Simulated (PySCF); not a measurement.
Electron correlation in Br (bromine, neutral)

[Ar] 3d10 4s2 4p5, 2P determinant. Calculation: PySCF 2.14, in pcseg-2 (6s5p3d1f, 43 functions); no relativity, point nucleus. Frozen: [Ar] 3d10; 7 electrons correlated.

MP2 pair energies summed by pair of shells (mhartree):

```json
{"pair": "4p-4p", "energy": "-81.01", "share (%)": "61.0"}
{"pair": "4s-4p", "energy": "-43.91", "share (%)": "33.1"}
{"pair": "4s-4s", "energy": "-7.86", "share (%)": "5.9"}
```

Total MP2 correlation energy: -132.79 mhartree.

Same-spin part -30.33 and opposite-spin part -102.46 mhartree; SCS-MP2 scales them by 1/3 and 6/5 to -133.06 mhartree.

```
  level  correlation energy (mhartree)
   CCSD                        -152.53
    (T)                          -4.45
CCSD(T)                        -156.98
```

Diagnostics: T1 = 0.0064, D1 = 0.0210, largest double amplitude 0.048.

Cost of the coupled-cluster step: 0.37 s of wall time on 1 thread of Neoverse-V2 (shared host), for 7 correlated electrons.

Iterations:

```
CC2 = 0
CCSD nocc = (np.int64(4), np.int64(3)), nmo = (29, 29)
frozen orbitals [[0, 1, 2, 3, 4, 5, 6, 7, 8, 9, 10, 11, 12, 13], [0, 1, 2, 3, 4, 5, 6, 7, 8, 9, 10, 11, 12, 13]]
max_cycle = 100
direct = 0
conv_tol = 1e-08
conv_tol_normt = 1e-06
diis_space = 8
diis_start_cycle = 0
Init t2, MP2 energy = -0.132791847176983
Init E_corr(UCCSD) = -0.132791847183109
cycle = 1  E_corr(UCCSD) = -0.148211236048786  dE = -0.0154193889  norm(t1,t2) = 0.0373614
cycle = 2  E_corr(UCCSD) = -0.151308999365593  dE = -0.00309776332  norm(t1,t2) = 0.0114564
cycle = 3  E_corr(UCCSD) = -0.152581180193365  dE = -0.00127218083  norm(t1,t2) = 0.00445571
cycle = 4  E_corr(UCCSD) = -0.152529346526655  dE = 5.18336667e-05  norm(t1,t2) = 0.000600168
cycle = 5  E_corr(UCCSD) = -0.152530148032572  dE = -8.01505917e-07  norm(t1,t2) = 0.000113899
cycle = 6  E_corr(UCCSD) = -0.1525306370029  dE = -4.88970328e-07  norm(t1,t2) = 2.80579e-05
cycle = 7  E_corr(UCCSD) = -0.152530559217393  dE = 7.77855068e-08  norm(t1,t2) = 7.02819e-06
cycle = 8  E_corr(UCCSD) = -0.15253055116659  dE = 8.05080302e-09  norm(t1,t2) = 1.8046e-06
cycle = 9  E_corr(UCCSD) = -0.15253054515582  dE = 6.01077044e-09  norm(t1,t2) = 3.31417e-07
UCCSD converged
E(UCCSD) = -2572.570124302419  E_corr = -0.1525305451558197
UCCSD(T) correction = -0.004448986130181
```
